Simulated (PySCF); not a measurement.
# Correlation energy of Ge⁺ (germanium, charge +1)

[Ar] 3d10 4s2 4p1, 2P determinant. All numbers are calculated (PySCF 2.14, the non-relativistic Hamiltonian (point nucleus), in def2-TZVP (6s5p4d1f, 48 functions)). Frozen: [Ar] 3d10; 3 electrons correlated.

MP2 pair energies summed by pair of shells (mhartree):

```tsv
pair	energy	share (%)
4s-4s	-21.13	56.5
4s-4p	-16.25	43.5
```

Total MP2 correlation energy: -37.38 mhartree.

Same-spin part -2.50 and opposite-spin part -34.88 mhartree; SCS-MP2 scales them by 1/3 and 6/5 to -42.69 mhartree.

```tsv
level	correlation energy (mhartree)
CCSD	-51.25
(T)	-0.80
CCSD(T)	-52.05
```

Diagnostics: T1 = 0.011, D1 = 0.0246, largest double amplitude 0.098.

Task: Is a single reference adequate?

Result: Mostly. T1 lies below 0.03, but a double amplitude of this size points to a near-degeneracy that CCSD handles and MP2 describes poorly.
